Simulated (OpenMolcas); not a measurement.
# CH6B2O (SMILES BB(C)O): the vertical ionisation energy from total energies

CH6B2O has 10 atoms, charge 0, and is taken as a singlet. As SMILES, `BB(C)O`. The shape is that of a PBE0-D4/def2-TZVP optimisation. This is one conformer, not always the lowest.

Both states at this one shape; open shells run unrestricted unless said. 1 Eh = 27.2114 eV.

| level | program | singlet CH6B2O (Eh) | doublet CH6B2O+ (Eh) | HOMO of the first (eV) |
| --- | --- | --- | --- | --- |
| HF/STO-3G | OpenMolcas | -163.506502 | -163.202542 | -9.10 |
| PBE0/def2-SVP | OpenMolcas | -166.320447 | -165.957007 | -7.57 |

Question: Work out the vertical ionisation energy at each level.

Answer: 
1. HF/STO-3G: -163.202542 − (-163.506502) = 0.303960 Eh = 8.27 eV; −ε(HOMO) = 9.10 eV.
2. PBE0/def2-SVP: -165.957007 − (-166.320447) = 0.363440 Eh = 9.89 eV; −ε(HOMO) = 7.57 eV.

No measured value is set beside it here; the levels span 8.27 to 9.89 eV. In Hartree–Fock, −ε(HOMO) (Koopmans) exceeds the difference of totals by the orbital relaxation of the ion. Hartree–Fock favours the state with fewer electron pairs, since it lacks pair correlation. Minimal sets are far from the basis-set limit.
